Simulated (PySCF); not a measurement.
## How the method moves the adiabatic energies of losing or gaining an electron of phenylmethyl

Structure: `[CH2]c1ccccc1` (C7H7•). The parent is a doublet.

All levels share the PBE0-D3(BJ)/def2-SVP structures and the GFN2-xTB thermal terms; only the single-point energies (PySCF) change. Values are adiabatic energies of losing or gaining an electron (0 K, eV).

Measured (NIST Chemistry WebBook): adiabatic ionisation energy 7.23 eV.

```jsonl
{"level": "PBE-D3(BJ)/ma-def2-TZVP", "ionisation energy to the singlet cation": "7.08"}
{"level": "ωB97X-D3(BJ)/ma-def2-TZVP", "ionisation energy to the singlet cation": "7.21"}
{"level": "LC-ωPBE/cc-pVTZ", "ionisation energy to the singlet cation": "7.48"}
```

The spread: 0.39 eV, from 7.08 to 7.48.

Differences come from unrounded values, so a last digit can differ from that of the printed terms.

---

# 1-chloropropane: adiabatic energies of losing or gaining an electron at several levels

Structure: `CCCCl` (C3H7Cl).

All levels share the PBE0-D3(BJ)/def2-SVP structures and the PBE0-D3(BJ)/def2-SVP thermal terms; only the single-point energies (PySCF) change. Values are adiabatic energies of losing or gaining an electron (0 K, eV).

Measured (NIST Chemistry WebBook): adiabatic ionisation energy 10.80 eV.

```jsonl
{"level": "B3LYP-D3(BJ)/ma-def2-TZVP", "ionisation energy to the radical cation": "10.37"}
{"level": "ωB97X-D3(BJ)/ma-def2-TZVP", "ionisation energy to the radical cation": "10.77"}
```

The spread: 0.39 eV, from 10.37 to 10.77.

Note: spin-orbit coupling is left out of the energies, which matters for open shells on the heavier atoms.

Differences come from unrounded values, so a last digit can differ from that of the printed terms.

---

How the method moves the adiabatic energies of losing or gaining an electron of 2-(methylthio)naphthalene

Structure: `CSc1ccc2ccccc2c1` (C11H10S).

All levels share the PBE0-D3(BJ)/def2-SVP structures and the GFN2-xTB thermal terms; only the single-point energies (PySCF) change. Values are adiabatic energies of losing or gaining an electron (0 K, eV).

| level | ionisation energy to the radical cation |
| --- | --- |
| ωB97X-D3(BJ)/6-31G* (grid 1) | 7.41 |
| ωB97X-D3(BJ)/ma-def2-SVP | 7.63 |

The spread: 0.22 eV, from 7.41 to 7.63.

Caveats: ma-def2-SVP is a small basis, whose errors can reach tens of kJ/mol.
